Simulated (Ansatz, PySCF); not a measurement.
Gas-phase reaction in SMILES: N=C=[OH+] -> [NH2+]=C=O
Structures are relaxed separately at B3LYP-D3(BJ)/def2-TZVP in Ansatz (a program for electronic structure). Frequencies are from Ansatz or PySCF.

Property: isomerisation energy (enthalpy at 298 K, with B3LYP-D3(BJ) rigid-rotor harmonic-oscillator terms), in eV. Valence correlation only, unless marked. No spin-orbit coupling. No relativistic terms. Basis-set limits of correlation are two-point, X^-3; Hartree-Fock from the larger set.

```tsv
level	program	isomerisation energy (eV)
HF-D4/def2-TZVPD	PySCF + dftd4	-0.71
PBE-D3(BJ)/def2-TZVPD	Ansatz + dftd3	-0.72
r2SCAN-D4/def2-TZVPD	Ansatz + dftd4	___
PBE0-D4/def2-TZVP	Ansatz + dftd4	-0.72
MN15/def2-TZVPD	PySCF	___
HSE06/def2-TZVPD	Ansatz	-0.71
CAM-B3LYP-D3(BJ)/def2-TZVPD	Ansatz + dftd3	___
wB97X/def2-TZVPD	Ansatz	-0.73
RPA@PBE/cc-pVTZ	Ansatz	___
SCS-MP2/STO-3G	Ansatz	-1.03
SCS-MP2/aug-cc-pVDZ	Ansatz	-0.82
SCS-MP2/cc-pVTZ	Ansatz	-0.73
CCSD(T)/CBS(cc-pVTZ,cc-pVQZ)	Ansatz	-0.69
```

**Question.** Some entries are withheld; supply them.

**Answer.** 
- r2SCAN-D4/def2-TZVPD, isomerisation energy (eV): -0.74
- MN15/def2-TZVPD, isomerisation energy (eV): -0.58
- CAM-B3LYP-D3(BJ)/def2-TZVPD, isomerisation energy (eV): -0.68
- RPA@PBE/cc-pVTZ, isomerisation energy (eV): -0.77
